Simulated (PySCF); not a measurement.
## Electronic absorption of C3H8F2Si2

C3H8F2Si2.
Numbering: `[F:1][CH:2]([F:3])[CH:4]1[SiH2:5][CH2:6][SiH2:7]1` (hydrogens: H8 on C2; H9 on C4; H10, H11 on Si5; H12, H13 on C6; H14, H15 on Si7)

Computed with TDDFT CAM-B3LYP/def2-SVPD, vertical, gas phase, core orbitals frozen in the response (PySCF 2.14.0, density-fitted response routines). Isolated species at its PBE0-D3(BJ)/def2-SVP geometry (one conformer only). Torsions of this conformer, `[F:1][CH:2]([F:3])[CH:4]1[SiH2:5][CH2:6][SiH2:7]1`: F1–C2–C4–Si5 51°.

| state | E (eV) | λ (nm) | ν̃ (cm⁻¹) | f | main configurations (H = HOMO, L = LUMO) |
| --- | --- | --- | --- | --- | --- |
| S1 | 6.66 | 186.0 | 53750 | 0.0004 | H→L (94%) |
| S2 | 7.22 | 171.8 | 58210 | 0.0084 | H→L+2 (85%) |
| S3 | 7.50 | 165.2 | 60530 | 0.0032 | H→L+1 (70%), H-1→L (9%) |
| S4 | 7.67 | 161.7 | 61850 | 0.044 | H-1→L+2 (39%), H-1→L (31%), H→L+1 (12%) |
| S5 | 7.91 | 156.8 | 63770 | 0.058 | H-1→L (38%), H-2→L (23%), H-1→L+2 (23%) |
| S6 | 7.94 | 156.2 | 64020 | 0.044 | H-2→L (47%), H→L+3 (15%), H-1→L+2 (11%) |
| S7 | 8.04 | 154.2 | 64840 | 0.021 | H→L+3 (74%) |
| S8 | 8.21 | 151.0 | 66220 | 0.0077 | H-1→L+1 (62%), H-1→L+2 (8%) |
| S9 | 8.24 | 150.5 | 66440 | 0.0086 | H-2→L+2 (34%), H-3→L (31%), H-2→L (16%) |
| S10 | 8.27 | 149.8 | 66740 | 0.0011 | H-3→L (46%), H-2→L+2 (33%) |

Triplets, Tamm–Dancoff:

```tsv
state	E (eV)	λ (nm)	main configurations (H = HOMO, L = LUMO)
T1	6.42	193.0	H→L (90%)
T2	6.78	183.0	H→L+2 (84%)
T3	7.09	174.8	H-1→L (76%)
T4	7.26	170.8	H→L+1 (75%)
```

The lowest singlet comes at 186 nm (643 kJ/mol) in the vacuum ultraviolet; it is dark (f under 0.0005); its leading configuration is HOMO→LUMO (94%). The strongest level in the table is S5 at 7.91 eV (157 nm, f = 0.058). Löwdin shares by element: HOMO carbon 38% or more, silicon 32% (atoms not listed hold the other 30%); LUMO silicon 34%, carbon 22% or more (atoms not listed hold the other 44%). Weighted by f, the mean energy of these states is 7.86 eV. The oscillator strengths of these states sum to 0.196; summed over the whole spectrum of an exact calculation they would give the number of electrons, 72 (Thomas–Reiche–Kuhn). Orbital energies (eV): HOMO-3 -10.77, HOMO-2 -10.41, HOMO-1 -10.11, HOMO -9.32, LUMO 0.69, LUMO+1 1.12, LUMO+2 1.36. The vertical ionisation energy (ΔSCF) is 10.02 eV, 1.75 eV above S10. Only the lowest 10 singlets were computed, as vertical energies without vibronic structure.

Without π bonds the low states are Rydberg-like; a valence basis with one diffuse set may place them up to an eV too high.
